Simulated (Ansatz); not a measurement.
Loss of Cl2: C2Cl2F4 → C2F4 + Cl2

Species: C2Cl2F4 (dichlorotetrafluoroethane) `FC(F)(Cl)C(F)(F)Cl`, singlet; C2F4 (tetrafluoroethylene) `FC(F)=C(F)F`, singlet; Cl2 (chlorine), singlet. 

Shapes, held fixed at every level: PBE0-D4/def2-TZVP. Flexible molecules stand in one conformer, not always the lowest. Programs: Ansatz 0.2.0. The zero-point and thermal change to 298 K, harmonic and unscaled (PBE0-D4/def2-TZVP), is -3.6 kJ/mol.

Task: Estimate ΔH(298 K) of this reaction.

Result: The highest level, CCSD(T)/CBS estimate, gives ΔH(298 K) = +253.2 kJ/mol; the levels span +228.9 to +276.1. The column of differences is taken from that level and isn't an error. No measured value is set beside it here. The CBS estimate extrapolates MP2 from def2-TZVPP and def2-QZVPP and adds CCSD(T) − MP2 in the triple-zeta set, cores frozen. Times are processor times on shared x86 and Arm servers, and rough.

```csv
level,kind,ΔH(298 K) (kJ/mol),less CCSD(T)/CBS estimate,CPU time (sum over the molecules)
HF/def2-SVP,Hartree–Fock,+254.8,+1.6,–
PBE-D4/def2-TZVPP,GGA,+236.0,-17.2,15 s
B3LYP-D4/def2-TZVPP,global hybrid,+228.9,-24.3,31 s
BHLYP-D4/def2-TZVPP,global hybrid,+249.6,-3.6,23 s
PBE0-D4/def2-TZVPP,global hybrid,+252.4,-0.8,20 s
B2PLYP/def2-TZVPP,double hybrid,+236.9,-16.3,36 s
MP2/def2-TZVPP,perturbation theory,+276.1,+22.9,–
CCSD(T)/CBS estimate,coupled cluster or CI,+253.2,0.0,4 min
```
